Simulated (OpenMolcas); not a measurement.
**Cl3+: effect of the level shift or regulariser**

```
Program             : OpenMolcas
Basis               : ANO-RCC [8s7p5d4f2g]
Scalar Hamiltonian  : DKH2, point nucleus
Active space        : 4 electrons in 9 orbitals (RAS2 3s 3p; RAS3 3d, at most 2 electrons)
State averaging     : 2S+1 = 3 even, 6 roots; 2S+1 = 1 even, 12 roots; 2S+1 = 5 odd, 1 root; 2S+1 = 3 odd, 8 roots; 2S+1 = 1 odd, 8 roots
Spin-orbit coupling : state interaction with AMFI integrals over the reference wave functions, term energies averaged over their components
```

Methods on the same reference wave functions:
A. RASSCF
B. MS-RASPT2, IPEA 0.25 Eh, imaginary shift 0.1 Eh (closed shells correlated: 2s 2p)
C. MS-RASPT2, IPEA 0.25 Eh, real shift 0.2 Eh (closed shells correlated: 2s 2p)

Energies in cm⁻¹ above 3s² 3p² ³P₀, the measured ground level; measured values from Moore, Atomic Energy Levels, vol. I, NSRDS-NBS 35 (1971 reprint of NBS Circular 467, 1949).

```csv
Level,A,B,C,Measured
3s² 3p² ³P₀,0.0,0.0,0.0,0.0
3s² 3p² ³P₁,433,439,439,491
3s² 3p² ³P₂,1206,1211,1211,1341
3s² 3p² ¹D₂,16108,13710,13730,13766
3s² 3p² ¹S₀,36003,32560,32560,32550
3s 3p³ ⁵S°₂,67167,71460,71450,
3s 3p³ ³D°₁,102155,102850,102860,
3s 3p³ ³D°₂,102177,102870,102880,
3s 3p³ ³D°₃,102240,102940,102950,
3s 3p³ ³P°₂,120964,120380,120410,120256
3s 3p³ ³P°₁,121001,120420,120450,120274
3s 3p³ ³P°₀,121007,120430,120460,
3s 3p³ ¹D°₂,131876,130330,130360,
```

Deviations, from unrounded energies. A percentage is the sum of absolute deviations over the sum of measured energies, with the sign that they share, or ± where signs differ.

| Against measurement | Levels | A | B | C |
| --- | --- | --- | --- | --- |
| mean absolute deviation (cm-1) | 6 | 1200 | 86 | 95 |
| fine structure of the ground term (%) | 2 | -10.5 | -9.9 | -10.0 |
| other terms of the ground configuration (%) | 2 | +12.5 | ±0.1 | ±0.1 |
| other configurations (%) | 2 | +0.6 | +0.1 | +0.1 |

B lies closest to measurement on these levels and A furthest from it. The largest miss of B in the table is 3s 3p³ ³P°₁, by +150 cm-1. The ranking rests on the paired levels alone, and a cruder setting can come out closer through cancelling errors.

Between B and C the level of the table that moves most is 3s 3p³ ¹D°₂, by 33 cm-1 (lowest in B, highest in C). Moves below CASPT2's spread within the term are not significant.

The two smallest mean deviations differ by little beside CASPT2's spread within terms, so their order carries little weight.

From A to B the spin-free energies of the other terms of 3s² 3p² shown, above ³P, scale by factors of 0.84 to 0.90.

The lowest spin-free term lies below A's lowest term by 0.185 hartree in B, 0.185 hartree in C.

Term energies are means over components that CASPT2 splits; among the terms shown or strongly mixed into the levels shown the widest spread is 23 cm-1 (3s 3p³ ³D°, B). Configurations are named by rounded mean occupations; where the s occupation lies near a half they are strongly mixed, a name can repeat and a true partner stay unpaired. The run also gave levels led by 3s 3p² 3d, which use shells meant for correlation; these and all levels above them are left out. Some terms mix strongly with configurations of 3d, whose occupation reaches 0.57 (3s 3p³ ³D°, 3s 3p³ ³P°, 3s 3p³ ¹D°). Computed and measured levels are paired by configuration, term and J; levels that our copy of the source lacks, or whose pairing is in doubt (as where it misses far off the trend of its configuration), stay unpaired and out of the deviations. Levels of configurations outside the active space are missing. Levels that lie high or do not pair safely by name in every column are left out.

° marks odd parity.
